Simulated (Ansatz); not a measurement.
`C[Se][Sn]([CH3])([F])[Cl]` + `CO[SiH2]F` → `CO[SiH2][Se]C` + `[CH3][Sn]([F])([F])[Cl]`  (redistribution)

Isolated molecules relaxed with PBE0-D4/def2-TZVP in Ansatz; ΔE leaves out vibrations. CCSD(T)/CBS is the MP2 limit (def2-TZVPP, def2-QZVPP) plus CCSD(T) − MP2 in def2-TZVPP, frozen cores. def2 core potentials past Kr. For Se, Sn outer-core shells are correlated without core-valence functions, which leaves a few kJ/mol of doubt a bond. Scalar relativity is left out up to krypton. Each species was taken in one conformer, which may not be the lowest.

```json
{"species": "`C[Se][Sn]([CH3])([F])[Cl]`", "CCSD(T)/CBS(def2) energy (Eh)": "-3254.14861"}
{"species": "`CO[SiH2]F`", "CCSD(T)/CBS(def2) energy (Eh)": "-505.20189"}
{"species": "`CO[SiH2][Se]C`", "CCSD(T)/CBS(def2) energy (Eh)": "-2845.93182"}
{"species": "`[CH3][Sn]([F])([F])[Cl]`", "CCSD(T)/CBS(def2) energy (Eh)": "-913.37402"}
```

Problem. Work out ΔE.

Solution. ΔE = (-2845.93182) + (-913.37402) − (-3254.14861) − (-505.20189) = 0.04466 Eh = +1.22 eV.

Largest T1 diagnostic among the species: 0.013.

From PBE to PBE0 (25 % exact exchange), in def2-TZVPP and without D4, ΔE moves by +0.07 eV. In def2-TZVPP, CCSD(T) changes the Hartree–Fock value by −0.11 eV (the triples alone add −0.02 eV) and MP2 by −0.06 eV.
